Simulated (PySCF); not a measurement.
CH8SSeSi2.
Structure used (PBE0-D3(BJ)/def2-SVP), in Å, numbered top down from 1:
```
atom  x, y, z in Å
Si1    1.726   -0.101    0.108
C2     0.400    0.220   -1.200
S3    -0.849    1.438   -0.631
Si4   -1.991    0.252    0.746
Se5   -4.107    1.084    0.788
H6     2.736   -1.084   -0.396
H7     2.403    1.179    0.464
H8     1.067   -0.665    1.326
H9     0.850    0.664   -2.103
H10   -0.096   -0.712   -1.516
H11   -1.914   -1.163    0.272
H12   -1.550    0.326    2.169
H13   -4.250    0.967   -0.672
```

Method used: PBE0-D3(BJ)/def2-SVP geometry optimisation, gas phase (PySCF).

Take the most abundant isotopes and a rigid rotor. The values belong to one conformer with, in the numbering `[SiH3:1][CH2:2][S:3][SiH2:4][SeH:5]`, Si1–C2–S3–Si4 -75°, C2–S3–Si4–Se5 -152°, S3–Si4–Se5–H 54°.

(1) What are A, B and C (MHz)?

(2) What kind of rotor is it?

(3) What does the inertial defect say?

(4) Predict some low-J microwave lines.

(5) Estimate the classical rotational partition function at 25 K, 100 K and 500 K.

Results:

(1) Ia = 98.24, Ib = 1004.76, Ic = 1063.99 u·Å²; 505379 MHz·u·Å²/I gives A = 5145, B = 503.0, C = 475.0 MHz.

(2) A near-prolate asymmetric top. Ray's parameter κ = (2B − A − C)/(A − C) = -0.988; −1 is the prolate and +1 the oblate limit.

(3) Not planar: Δ = Ic − Ia − Ib = -39.00 u·Å². For a rigid frame Δ = −2 Σ m c², so Σ m c² = 19.50 u·Å² lies off the ab plane: 10.30 from hydrogen and 9.20 from heavier atoms. The atom farthest from that plane is 1.72 Å away.

(4) The dipole components are |μa| = 1.22 D, |μb| = 0.00 D, |μc| = 1.47 D. Intensities carry the squares of the components, which stand as 0.69 : 0.00 : 1.00 (a : b : c). Some of the stronger lines:

```
type  branch         J(Ka,Kc)    MHz  lower level (cm⁻¹)
   a       R  2(1,2) ← 1(1,1)   1928               0.187
   a       R  3(0,3) ← 2(0,2)   2933               0.098
   a       R  3(2,2) ← 2(2,1)   2934               0.719
   a       R  4(3,1) ← 3(3,0)   3912               1.593
   a       R  4(2,2) ← 3(2,1)   3913               0.817
   c       Q  4(1,4) ← 4(0,4)   4517               0.326
   c       Q  3(1,3) ← 3(0,3)   4572               0.196
   c       Q  2(1,2) ← 2(0,2)   4614               0.098
   c       Q  1(1,1) ← 1(0,1)   4642               0.033
   c       R  1(1,0) ← 0(0,0)   5648               0.000
   c       Q  3(2,2) ← 3(1,2)  13883               0.354
   c       Q  2(2,1) ← 2(1,1)  13925               0.255
   c       R  3(2,1) ← 2(1,1)  16859               0.255
   c       R  3(2,2) ← 2(1,2)  16943               0.252
   c       Q  4(3,2) ← 4(2,2)  23276               0.947
```

(5) Point group C1, symmetry number σ = 1; q = (√π/σ)·√((kT/h)³/(ABC)), k/h = 20836.6 MHz/K: 19000 at 25 K, 152000 at 100 K, 1700000 at 500 K.

No frequency check. Constants of a rigid frame at the computed geometry: no zero-point averaging, no centrifugal distortion. A rigid rotor knows nothing of internal rotation, which can split or shift real lines.
